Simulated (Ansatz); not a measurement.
`O[SiH2][TeH]` + `CCCC(=O)O` → `O=C(O)[TeH]` + `CCC[SiH2]O`  (formal exchange of groups at a Te–Si bond)

Isolated molecules relaxed with PBE0-D4/def2-TZVP in Ansatz; ΔE leaves out vibrations. CBS: MP2 limit from def2 TZ/QZ plus the TZ coupled-cluster correction, frozen cores. Functionals use def2-TZVPP. B3LYP here is the variant with VWN-RPA as its local correlation; programs differ in this. Elements past krypton have def2 core potentials. For Te outer-core shells are correlated without core-valence functions, which leaves a few kJ/mol of doubt a bond. Each species was taken in one conformer, which may not be the lowest.

`O[SiH2][TeH]`:

Cartesian coordinates in Å:
```
O -1.553 0.141 0.623
Si -0.338 -0.404 -0.338
Te 1.446 1.297 -0.750
H -1.308 0.637 1.407
H 0.342 -1.590 0.240
H -0.973 -0.726 -1.633
H 2.384 0.645 0.451
```

`CCCC(=O)O`:

```xyz
14

C     0.808   -1.231   -0.760
C     1.030   -0.138    0.271
C    -0.245    0.237    1.023
C    -1.330    0.761    0.129
O    -2.443    0.319    0.038
O    -0.922    1.825   -0.591
H     0.096   -0.917   -1.528
H     0.411   -2.138   -0.296
H     1.741   -1.492   -1.263
H     1.772   -0.465    1.005
H     1.438    0.754   -0.210
H    -0.023    1.015    1.761
H    -0.658   -0.623    1.552
H    -1.677    2.096   -1.130
```

`O=C(O)[TeH]`:

Cartesian coordinates in Å:
```
O -0.293 1.210 0.582
C -0.205 0.090 0.186
O -1.027 -0.911 0.529
Te 1.256 -0.671 -1.170
H -1.682 -0.544 1.144
H 1.952 0.826 -1.271
```

`CCC[SiH2]O`:

Z-matrix (Å, degrees):
```
C
C 1 1.520
H 1 1.094 2 111.0
H 1 1.094 2 112.0 3 -119.5
H 1 1.092 2 111.3 3 120.0
C 2 1.529 1 113.7 3 58.1
H 2 1.095 1 109.0 3 -64.2
H 2 1.096 1 109.6 3 -179.3
Si 6 1.872 2 115.7 1 64.2
H 6 1.096 2 109.8 1 -174.8
H 6 1.098 2 110.2 1 -58.4
O 9 1.653 6 111.8 2 52.2
H 9 1.484 6 109.6 2 169.0
H 9 1.492 6 110.8 2 -70.7
H 12 0.957 9 117.7 6 -78.2
```

| level | ΔE (kcal/mol) |
| --- | --- |
| PBE-D4 | 17.3 |
| PBE0-D4 | 20.1 |
| ωB97M-V | 19.7 |
| B3LYP | 18.4 |
| HF/def2-TZVPP | 24.6 |
| SCS-MP2/def2-TZVPP | 19.2 |
| HF/CBS(def2) | 24.5 |
| CCSD/CBS(def2) | 21.0 |

**Question.** What does CCSD(T)/CBS give? (An estimate is asked.)

**Answer.** Computed: +20.0 kcal/mol. The listed levels differ from it by -2.7, 0.1, -0.3, -1.6, 4.6, -0.8, 4.5, 1.0 kcal/mol.

Largest T1 diagnostic among the species: 0.015.

In def2-TZVPP, CCSD(T) changes the Hartree–Fock value by −5.3 kcal/mol (the triples alone add −1.0 kcal/mol) and MP2 by −5.1 kcal/mol. From PBE to PBE0 (25 % exact exchange), in def2-TZVPP and without D4, ΔE moves by +2.7 kcal/mol.
